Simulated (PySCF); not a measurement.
BrSi, SMILES [Si]Br (connectivity only; charge and spin as stated), charge +1, multiplicity 1. The structure is a stationary point at B3LYP-D3(BJ)/def2-TZVP. The spin state was assumed, not searched.

TDDFT-M06-2X/def2-TZVPD (PySCF) puts the lowest singlet excitations at 4.72, 4.72, 4.75, 5.02, 5.02, 6.32 eV and the lowest triplet (TDA) at 3.48 eV.

Task: What are the lowest singlet roots from EOM-CCSD/aug-cc-pVDZ (PySCF 2.14.0)? (Estimate from the structure and the level; the computed values follow.)

Result: 5.03, 5.03, 5.08, 5.08, 5.12, 6.29 eV; triplets 3.53, 3.53, 4.46 eV. S1 differs by 0.31 eV (second minus first; roots are paired by order, and the bases may differ).
